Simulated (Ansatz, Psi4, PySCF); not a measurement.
Molecule: sulfur difluoride, SF2, net charge 0, singlet state. SMILES: FSF
Geometry: optimised at B3LYP-D3(BJ)/def2-TZVP (Ansatz, a first-principles code).

B3LYP/6-31G* beside other levels, property by property. Terms: spin-orbit terms left out; dispersion terms only where a functional's name holds one; six Cartesian d functions in 6-31G* and its kin unless marked 5d; atomisation electronic, to ground-state atoms; frozen cores in correlated levels; UHF or UKS for open shells; non-relativistic; each state is the SCF solution reached for its charge and spin. CBS(X,Y): correlation extrapolated as X^-3; Hartree-Fock from the larger set. [CCSD(T)-MP2]/basis is that difference in the basis named. First-principles rows: single points at B3LYP-D3(BJ) geometries (Ansatz), with unscaled harmonic terms from B3LYP/6-31G* at its own minima, enthalpies of formation by atomisation with measured atoms. Levels can end on unlike triplets.

Measured values: NIST CCCBDB, as tabulated in the package chemicals; dipoles are vibrational averages. Coupled cluster (Ansatz) is a level with limits of its own, used here on species with T1 under 0.025 (0.045 for open shells) and stable references: (a) RI-MP2/CBS(aug-cc-pV(T+d)Z,aug-cc-pV(Q+d)Z)+[CCSD(T)-MP2]/aug-cc-pV(T+d)Z; (b) CCSD(T)/CBS(cc-pV(T+d)Z,cc-pV(Q+d)Z).

```
property                                                              B3LYP/6-31G* (Ansatz)  PBE/6-31G* (Ansatz)  M06-2X/6-31G* (5d) (PySCF)  wB97X-D/6-31G* (Psi4)            to compare with
--------------------------------------------------------------------  ---------------------  -------------------  --------------------------  ---------------------  -------------------------
size of the dipole moment (D)                                                          1.21                 0.97                        1.33                   1.27              1.05 measured
atomisation energy (kcal/mol)                                                         164.1                184.2                       166.3                  164.8  175.5 coupled cluster (b)
F-S bond dissociation enthalpy at 298 K, to F atom + F[S] (kcal/mol)                   83.0                 92.7                        85.5                   83.9   90.8 coupled cluster (b)
vertical ionisation energy to the doublet (eV)                                        10.04                 9.65                       10.33                  10.14  10.46 coupled cluster (a)
vertical triplet-singlet gap, E(triplet) - E(singlet) (eV)                             2.71                 2.53                        3.01                   2.83   2.75 coupled cluster (a)
enthalpy of formation at 298 K (kcal/mol)                                             -59.1                -79.3                       -61.3                  -59.8  -70.6 coupled cluster (b)
```

As the rows show:
- size of the dipole moment: B3LYP/6-31G* lies 0.16 D above the measured value.
- atomisation energy: B3LYP/6-31G* lies 11.4 kcal/mol below coupled cluster.
- F-S bond dissociation enthalpy at 298 K, to F atom + F[S]: B3LYP/6-31G* lies 7.8 kcal/mol below coupled cluster.
- vertical ionisation energy to the doublet: B3LYP/6-31G* lies 0.42 eV below coupled cluster.
- vertical triplet-singlet gap, E(triplet) - E(singlet): B3LYP/6-31G* lies 0.04 eV below coupled cluster.
- enthalpy of formation at 298 K: B3LYP/6-31G* lies 11.5 kcal/mol above coupled cluster.

The properties are those with a value to compare with, at most eight drawn at random. No case is left out for the size of its miss. Left out are saddle points of the reference geometry, anions that the best level run finds unbound, excited spin states, species near biochemistry, cases with under five habitual levels, runs that failed or whose electronic state is in doubt, and table entries that another table contradicts.
